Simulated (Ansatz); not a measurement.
Potential energy curve for BrMg (cation, charge +1), lowest singlet found (which spin is the ground state isn't settled by this scan).

RHF/cc-pVDZ (Ansatz, a first-principles code); RMP2 = MP2 on RHF/cc-pVDZ, cores with 3d frozen run with Ansatz; UHF/cc-pVDZ (Ansatz); UMP2 = MP2 on UHF/cc-pVDZ, cores with 3d frozen (Ansatz); RKS-BLYP = restricted BLYP/cc-pVDZ (Ansatz); UKS-BLYP = Ansatz with unrestricted BLYP/cc-pVDZ; RKS-PBE0 = restricted PBE0/cc-pVDZ run with Ansatz; UKS-PBE0 = unrestricted PBE0/cc-pVDZ in Ansatz; RKS-PBE = restricted PBE/cc-pVDZ (Ansatz); UKS-PBE = unrestricted PBE/cc-pVDZ in Ansatz; FCI = full CI/cc-pVDZ, cores with 3d frozen run with Ansatz.

All curves are set to zero at 2.27 Å and compared with full CI in the same basis at 2.27, 2.39, 2.49, 2.58, 2.61, 2.70, 2.85, 2.96, 3.09, 3.30, 3.50 Å.

Task: Order the methods by the spread of their error (largest minus smallest) over these points.

Result: UKS-PBE has the smallest spread and UHF the largest. In order (kcal/mol): UKS-PBE 1.66, UKS-PBE0 3.71, RKS-BLYP 4.08, RKS-PBE 4.11, UKS-BLYP 5.15, RKS-PBE0 10.08, RMP2 11.14, UMP2 18.77, RHF 19.32, UHF 22.65.

Errors against full CI at some of the points (kcal/mol):

| method | 2.85 Å | 3.50 Å |
|---|---|---|
| UKS-PBE | -1.4 | -0.3 |
| UKS-PBE0 | 2.0 | 2.5 |
| RKS-BLYP | -3.4 | -1.6 |
| RKS-PBE | -1.4 | 2.6 |
| UKS-BLYP | -3.4 | -4.6 |
| RKS-PBE0 | 2.0 | 10.1 |
| RMP2 | 2.3 | 11.1 |
| UMP2 | 10.1 | 1.1 |
| RHF | 4.7 | 19.3 |
| UHF | 2.3 | -19.6 |

The scan ran from 1.88 to 8.90 Å; beyond the distances shown full CI changes its symmetry label. The restricted form behind RHF, RMP2, RKS-BLYP, RKS-PBE0, RKS-PBE keeps the bonding electrons paired and can't separate into open-shell fragments. The unrestricted solution behind UHF, UMP2 changes between 2.85 and 2.96 Å, which can leave a kink. The unrestricted determinant behind UHF, UMP2 is spin-contaminated at 2.85 to 3.50 Å (<S²> up to 1.0, against 0.00 for a pure singlet). The unrestricted determinant behind UKS-BLYP is spin-contaminated at 2.85 to 3.50 Å (<S²> up to 0.5, against 0.00 for a pure singlet). The unrestricted determinant behind UKS-PBE0 is spin-contaminated at 3.09 to 3.50 Å (<S²> up to 0.9, against 0.00 for a pure singlet). The unrestricted determinant behind UKS-PBE is spin-contaminated at 2.96 to 3.50 Å (<S²> up to 0.6, against 0.00 for a pure singlet).
